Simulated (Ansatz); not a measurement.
The lowest singlet and triplet of CH3N (SMILES C[N]); geometries from B3LYP-D3(BJ)/def2-TZVP, each state relaxed from the structure named, with no frequency check, low spin by broken symmetry.
Singlet (charge 0, multiplicity 1):
```xyz
5

C     -0.53330     0.06064     0.04042
N      0.85402    -0.09711    -0.06473
H     -0.87228    -0.09288     1.07790
H     -0.84184     1.07256    -0.26885
H     -1.06425    -0.66376    -0.59846
```
Triplet (charge 0, multiplicity 3):
```xyz
5

C     -0.53715     0.06110     0.04070
N      0.85731    -0.09751    -0.06496
H     -0.87229    -0.09281     1.07764
H     -0.84178     1.07236    -0.26880
H     -1.06419    -0.66355    -0.59833
```

A positive gap puts the triplet lower; no zero-point energy. R- takes a restricted singlet, here one determinant of a half-filled degenerate or near-degenerate pair, which mixes singlet states. U- takes an unrestricted singlet (broken symmetry where lower, unprojected). The triplet is unrestricted in single-reference levels. Active spaces average the two states.

Cores are frozen in the correlated methods.

Programs: Ansatz (Gaussian basis) for Hartree–Fock, density functionals and correlated methods. Values without a source in brackets are computed.

| level | gap E(singlet) − E(triplet), adiabatic (kJ/mol) |
|---|---|
| R-HF/cc-pVQZ | 264.8 |
| U-BHLYP/def2-TZVPP (spin-contaminated) | 52.4 |
| R-MP2/cc-pVQZ | 194.7 |
| R-SCS-MP2/cc-pVDZ | 204.0 |
| R-CCSD(T)/cc-pVDZ | 186.4 |
| R-CCSD(T)/cc-pVTZ | ? |
| SC-NEVPT2 on SA-CASSCF(2,2)/cc-pVDZ | ? |
| FIC-NEVPT4(SD) on SA-CASSCF(2,2)/cc-pVTZ | 146.9 |
| FIC-MRCISD+Q on SA-CASSCF(2,2)/cc-pVTZ | 144.5 |

### Question
Some entries are withheld; supply them.

### Answer

- R-CCSD(T)/cc-pVTZ, gap E(singlet) − E(triplet), adiabatic (kJ/mol): 174.8
- SC-NEVPT2 on SA-CASSCF(2,2)/cc-pVDZ, gap E(singlet) − E(triplet), adiabatic (kJ/mol): 162.8

Doubts at one or more of the structures used: a restricted determinant that unrestricted orbitals would lower (R-HF/cc-pVQZ, R-MP2/cc-pVQZ, R-SCS-MP2/cc-pVDZ, R-CCSD(T)/cc-pVDZ, R-CCSD(T)/cc-pVTZ).

Ansatz is a program for electronic structure.
